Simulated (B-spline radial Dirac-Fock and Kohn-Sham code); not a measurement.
Ir⁷⁺: photoemission with 9830 eV photons

System: the Ir⁷⁺ ion, configuration [Xe] 4f14 5d2.

Input file task.json (cfg lists n, l and occupation; rrms is the nuclear radius in fm):

```json
{"items": [{
  "Z": 77,
  "q": 7,
  "cfg": [[1, 0, 2], [2, 0, 2], [2, 1, 6], [3, 0, 2], [3, 1, 6], [3, 2, 10], [4, 0, 2], [4, 1, 6], [4, 2, 10], [4, 3, 14], [5, 0, 2], [5, 1, 6], [5, 2, 2]],
  "A": 193,
  "rrms": 5.4032,
  "do": ["binding", "quiet", "photo"],
  "hv": [26.7, 42.8, 45.4, 97.4, 98.2, 138.0, 169.0, 333.0, 441.0, 2270.0, 2420.0, 2560.0, 3090.0, 3990.0, 4500.0, 4610.0, 9520.0, 9830.0, 21300.0, 24700.0, 35100.0, 87600.0, 103000.0, 120000.0]
}]}
```

Launch: `python xray_run.py task.json out`

Model: independent-particle photoionisation in a Dirac-Hartree-Slater potential with a Latter tail, all multipoles, thresholds from Dirac-Fock ΔSCF. Program: a radial B-spline solver. The asymmetry parameter β is from the dipole term alone. Kinetic energies are from the vacuum level. Open shells are spread statistically over j, without multiplet splitting.

```
  subshell  electrons  binding (eV)  kinetic (eV)  σ (kb)     β
   M1 (3s)          2        3297.6        6532.4    4.11  1.94
M2 (3p1/2)          2        3031.0        6799.0    5.10  1.57
M3 (3p3/2)          4        2674.5        7155.5    8.69  1.69
M4 (3d3/2)          4        2235.0        7595.0    4.25  1.22
M5 (3d5/2)          6        2159.5        7670.5    5.55  1.10
   N1 (4s)          2         814.3        9015.7    1.09  1.94
N2 (4p1/2)          2         701.4        9128.6    1.19  1.59
N3 (4p3/2)          4         616.8        9213.2    1.98  1.71
N4 (4d3/2)          4         431.4        9398.6   0.864  1.20
N5 (4d5/2)          6         415.7        9414.3    1.12  1.07
N6 (4f5/2)          6         178.3        9651.7  0.0729  0.69
N7 (4f7/2)          8         175.3        9654.7  0.0886  0.67
   O1 (5s)          2         211.3        9618.7   0.228  1.94
O2 (5p1/2)          2         171.2        9658.8   0.220  1.59
O3 (5p3/2)          4         156.1        9673.9   0.360  1.71
O4 (5d3/2)        0.8         104.6        9725.4  0.0234  1.20
O5 (5d5/2)        1.2         102.7        9727.3  0.0305  1.06
```

Branching ratios of the spin-orbit partners (statistical value in brackets): 3p 1.71 (2.00), 3d 1.31 (1.50), 4p 1.66 (2.00), 4d 1.30 (1.50), 4f 1.22 (1.33), 5p 1.64 (2.00), 5d 1.30 (1.50).

Run: 4.5 s of CPU time on 1 thread of Neoverse-V1 (shared host), peak memory 0.38 GiB.

Values without a named source are computed, but for edge energies of neutral atoms, which are taken from tables.
